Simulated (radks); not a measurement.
Results of a calculation; reference values are marked as such.
All-electron atom: Ni III in [Ar] 3d8.

Level of theory: non-relativistic Kohn-Sham, LB94 model potential, spin-unpolarised, spherical densities, point nucleus (a radial shooting solver on a logarithmic mesh with Libxc functionals).

Energy parts (eV):
kinetic: 41168.818
electron-nucleus: -97630.056
Hartree: 17153.662
(The LB94 potential has no energy functional, so no total or exchange-correlation energy is given.)

Orbitals (lengths in bohr, moments of r in powers of bohr):
orbital  occ.  eigenvalue (eV)       <r^4>     <r^2>
1s          2        -8219.232  0.00004088  0.004009
2s          2        -1006.444    0.008977   0.07211
2p          6        -884.9900    0.006511   0.05694
3s          2        -135.8788      0.7023    0.6563
3p          6         -98.9941      0.9375    0.7291
3d          8         -37.8955       3.328     1.165

The highest occupied level is 3d at -37.895 eV. The density falls to 0.001 e/bohr^3 at r = 2.89 bohr. The electron density at the nucleus is 1.495e+04 e/bohr^3.
